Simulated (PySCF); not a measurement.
Species: C₈H₄ClF (charge +1 and doublet state).
Structure used (GFN2-xTB), in Å, numbered top down from 1:
```xyz
14
C8H4ClF angstrom
C      4.4761   -0.0764    0.7025
C      3.2858   -0.1236    0.4995
C      1.9151   -0.2272    0.2539
F      1.4581   -1.4186   -0.0827
C      1.0429    0.8352    0.3450
C     -0.3020    0.7023    0.0954
C     -1.4880    0.5171   -0.1412
C     -2.8502    0.3894   -0.3925
C     -3.4046   -0.7953   -0.7624
Cl    -3.8144    1.8041   -0.2158
H      5.5135   -0.0158    0.8826
H      1.4268    1.8078    0.6227
H     -2.7975   -1.6803   -0.8736
H     -4.4622   -0.8791   -0.9557
```

The hyperfine couplings belong to this conformer and change with its torsions.

The species is `[CH+]=[C]/C(F)=C/C#CC(=C)Cl` [radical] (charge +1).

Theory: UKS B3LYP, pcH-1 on C Cl F H, non-relativistic, mean-field spin-orbit, GIAO in PySCF. Geometry: GFN2-xTB; no solvent, vibrations or thermal averaging. A GFN2-xTB geometry isn't a minimum of the functional, and hyperfine couplings can be far from their values at a DFT geometry, by a factor of two or more for some ions and for spin on atoms past the first row. The SCF solution wasn't tested for stability. ⟨S²⟩ is 0.776 where a pure state has 0.75.

Problem. Where do the isotropic ENDOR lines of C9, C8, C2, C1, C3, C7, F4, H14, H13 and H11 fall at 3368.0 mT, to first order?

Solution. ν± = |νn ± a/2|, one line for each electron-spin manifold; νn = |g_N| × 7.62259 MHz/T × B.

| nuclei | isotope | g_N | νn (MHz) | a_iso (MHz) | lower line (MHz) | upper line (MHz) |
| --- | --- | --- | --- | --- | --- | --- |
| C9 | 13C | 1.4048 | 36.07 | 34.83 | 18.65 | 53.48 |
| C8 | 13C | 1.4048 | 36.07 | -24.68 | 23.72 | 48.41 |
| C2 | 13C | 1.4048 | 36.07 | -21.54 | 25.29 | 46.84 |
| C1 | 13C | 1.4048 | 36.07 | 16.39 | 27.87 | 44.26 |
| C3 | 13C | 1.4048 | 36.07 | 13.19 | 29.47 | 42.66 |
| C7 | 13C | 1.4048 | 36.07 | 10.13 | 31.00 | 41.13 |
| F4 | 19F | 5.2577 | 134.98 | 32.73 | 118.61 | 151.35 |
| H14 | 1H | 5.5857 | 143.40 | -28.78 | 129.01 | 157.79 |
| H13 | 1H | 5.5857 | 143.40 | -28.20 | 129.30 | 157.50 |
| H11 | 1H | 5.5857 | 143.40 | -16.83 | 134.99 | 151.82 |

The rows for 13C, of low natural abundance, apply to labelled samples.

Problem. Which pairs are centred on the nuclear Larmor frequency, and which on half the coupling?

Solution. Centred on νn, since |a| < 2νn: C9, C8, C2, C1, C3, C7, F4, H14, H13 and H11. No pair has |a| > 2νn.

Problem. At what field would the lower line of C8 fall to zero frequency?

Solution. Where νn = |a|/2, that is B = 12.34 MHz/(1.4048 × 7.62259 MHz/T) = 1150 mT, as far as first order holds there.

Couplings of abundant isotopes left out: H12 (-7.7 MHz).

The SMILES draws the unpaired electron on C2; the largest computed Mulliken spin population is on C9 (0.44 against -0.07).
